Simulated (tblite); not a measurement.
C₆H₁₂P₂S.
Z-matrix (Å and degrees, GFN2-xTB geometry), rows numbered from 1:
```
C 
C   1  1.4703
C   2  1.3390  1  141.80
P   3  1.8040  2   68.85  1  -173.27
S   4  1.9434  2  124.31  3  -106.78
C   4  1.8445  2  109.26  3   100.81
P   6  1.8763  4  117.65  2  -138.09
C   7  1.8454  6   98.51  4    29.95
C   7  1.8429  6   98.95  4   -70.05
H   1  1.0898  2  110.51  3     1.74
H   1  1.0904  2  110.32  3  -119.25
H   1  1.0904  2  109.64  3   122.39
H   3  1.0716  2  140.08  4   172.72
H   6  1.0931  4  106.62  2   -16.13
H   6  1.0952  4  107.34  2   100.20
H   8  1.0890  7  108.71  6  -172.81
H   8  1.0891  7  109.48  6    68.72
H   8  1.0934  7  110.60  6   -52.61
H   9  1.0890  7  108.22  6   170.38
H   9  1.0892  7  111.31  6    49.58
H   9  1.0888  7  109.14  6   -71.74
```

Method: GFN2-xTB as coded in tblite; computed harmonic values from a numerical Hessian at the method's own geometry, unscaled. Against measured fundamentals such values can be off by several per cent, at times by over 20. One conformer, not necessarily the lowest.

Harmonic wavenumbers (cm⁻¹): 46.8, 80.9, 88.6, 108.9, 123.3, 159.6, 162.8, 183.2, 208.2, 235.5, 261.5, 267.7, 282.8, 344.9, 358.9, 543.4, 604.5, 656.8, 682.0, 695.7, 725.0, 748.1, 756.3, 809.6, 827.4, 864.3, 892.8, 941.8, 968.5, 983.5, 1003.8, 1029.6, 1115.3, 1125.2, 1310.9, 1314.8, 1369.7, 1381.6, 1417.8, 1429.8, 1441.6, 1448.5, 1449.9, 1455.7, 1682.6, 2918.5, 2936.8, 2939.4, 2990.0, 2995.7, 3004.3, 3005.6, 3008.9, 3009.0, 3012.2, 3013.3, 3109.2.

A = 1533, B = 670.9, C = 562.2 MHz; mass 178.013 u (most abundant isotopes); point group C1, symmetry number 1.

**Question.** What is the zero-point energy?

**Answer.** Half the sum of the wavenumbers: 35266 cm⁻¹ = 421.88 kJ/mol.

**Question.** Give the ideal-gas entropy at 500 K and 1 bar in the rigid-rotor, harmonic-oscillator model (classical rotation).

**Answer.** Translation 184.23, rotation 134.89, vibration 280.69: S = 599.8 J/(mol K).

**Question.** And Cp and H(500 K) − H(0)?

**Answer.** Cp = 281.11 J/(mol K), of which vibrations give 247.86 (their classical limit is 57 R = 473.9); H(500 K) − H(0) = 86.34 kJ/mol without the zero-point energy, 69.71 from vibrations.

**Question.** Blend soft modes into free rotors: weight 1/[1 + (100 cm⁻¹/ν̃)⁴] for the oscillator and the rest for a rotor with moment μB/(μ + B), μ = h/(8π²ν), B = 10⁻⁴⁴ kg m². What vibrational entropy results?

**Answer.** 262.40 J/(mol K) in place of 280.69, which changes −T·S at 500 K by +9.14 kJ/mol.

**Question.** Which modes carry the vibrational entropy at 500 K?

**Answer.** 46.8 cm⁻¹: 24.99; 80.9 cm⁻¹: 20.45; 88.6 cm⁻¹: 19.70; 108.9 cm⁻¹: 18.00; 123.3 cm⁻¹: 16.97; 159.6 cm⁻¹: 14.86 J/(mol K); the other 51 give 165.72 together.

**Question.** What must be added to the electronic energy to get the Gibbs energy at 500 K and 1 bar?

**Answer.** ZPE + [H(500 K) − H(0)] − T·S = 421.88 + 86.34 − 299.90 = 208.32 kJ/mol.

**Question.** How do the functions run with temperature in this model?

**Answer.** 
| T (K) | S (J/(mol K)) | Cp (J/(mol K)) | H − H(0) (kJ/mol) | G − H(0) (kJ/mol) | ln q(vib) |
| --- | --- | --- | --- | --- | --- |
| 150 | 363.6 | 131.2 | 12.39 | -42.16 | 4.24 |
| 250 | 441.9 | 179.3 | 27.92 | -82.56 | 8.11 |
| 298.15 | 475.5 | 201.9 | 37.10 | -104.66 | 9.91 |
| 400 | 541.1 | 245.6 | 59.94 | -156.48 | 13.56 |
| 600 | 653.7 | 310.1 | 115.95 | -276.27 | 20.27 |
| 900 | 792.2 | 372.1 | 219.03 | -493.93 | 29.27 |

q(vib) and H(0) count from the zero-point level.

Hindered rotation and anharmonicity are outside this model. Other conformers, if any are populated, would add a mixing term that is left out. The structure is chiral; the term R ln 2 for an equal mix with its mirror image is left out.
